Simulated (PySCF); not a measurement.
Size series: flake SiC sheet

All values: TDDFT PBE0/6-31G*, gas phase, PySCF SCF with an in-house response code, fitting set def2-universal-JFIT up to Ne and JKFIT beyond, grid level 1 (kernel 0), vertical, one conformer each, geometries GFN2-xTB; core orbitals frozen in the response, virtual orbitals above 1.5 Eh left out. The lowest 6 singlets were sought, and the brightest is taken among them. The runs took 1 to 10 CPU minutes each on shared server CPUs.

Some members have small gaps, where a closed-shell solution may not be the ground state. Some members have dark charge-transfer states, which this functional places too low. Tubes, flakes and crystal cuts are finite pieces capped as the formulas show; sizes are those of the cut before relaxation. The basis has no diffuse functions, so the polarisability comes out too low.

```json
{"rings": "4", "formula": "C8H10Si8", "HOMO-LUMO gap / eV": "3.14", "S1 / eV": "2.68", "f(S1)": "0.149", "polarisability / bohr³": "322", "T1 (TDA) / eV": "2.10"}
{"rings": "5", "formula": "C11H14Si11", "HOMO-LUMO gap / eV": "2.41", "S1 / eV": "1.72", "f(S1)": "0.006", "polarisability / bohr³": "540", "T1 (TDA) / eV": "1.59"}
{"rings": "6", "formula": "C11H12Si11", "HOMO-LUMO gap / eV": "2.40", "S1 / eV": "1.98", "f(S1)": "0.107", "polarisability / bohr³": "478", "T1 (TDA) / eV": "1.65"}
{"rings": "7", "formula": "C15H18Si15", "HOMO-LUMO gap / eV": "2.17", "S1 / eV": "1.51", "f(S1)": "0.000", "polarisability / bohr³": "839", "T1 (TDA) / eV": "1.48"}
{"rings": "9", "formula": "C15H14Si15", "HOMO-LUMO gap / eV": "1.65", "S1 / eV": "1.37", "f(S1)": "0.139", "polarisability / bohr³": "711", "T1 (TDA) / eV": "1.13"}
{"rings": "10", "formula": "C17H16Si17", "HOMO-LUMO gap / eV": "1.45", "S1 / eV": "1.06", "f(S1)": "0.019", "polarisability / bohr³": "843", "T1 (TDA) / eV": "0.99"}
```
